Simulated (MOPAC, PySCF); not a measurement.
Scan of H₂F (cation, charge +1), singlet: symmetric bend, bond length relaxed. Scanned: H-F-H angle. Other coordinates (F-H bond length) were minimised at PBE0/def2-TZVP. Each profile is relative to its own lowest point.

```
a / °       A      B      C
------  -----  -----  -----
180      57.4    0.0   79.8
170.01   54.3    0.2   75.8
163.35   49.2    0.6   69.0
156.89   42.3    1.3   60.0
147.78   30.5    3.0   44.4
141.66   22.2    5.1   33.3
130.94    9.1   11.1   15.2
123.07    2.5   18.3    5.2
116.28    0.0   27.2    0.2
108.02    2.5   42.0    0.0
98.79    14.2   64.2    9.1
92.58    28.6   82.2   21.6
84.52    56.1  108.0   46.4
77.22    90.4  132.6   78.1
66.22   160.6  170.5  144.0
60      211.4  193.7  192.1
```

Energies in kJ/mol.

### Question
Which curve belongs to which method? The methods are PM3, restricted, heats of formation run with MOPAC; PySCF with RHF/def2-SVP; PySCF 2.14.0 with restricted B3LYP/6-31G*, spherical d.

### Answer
A is RHF; B is PM3; C is RKS-B3LYP/6-31G*.
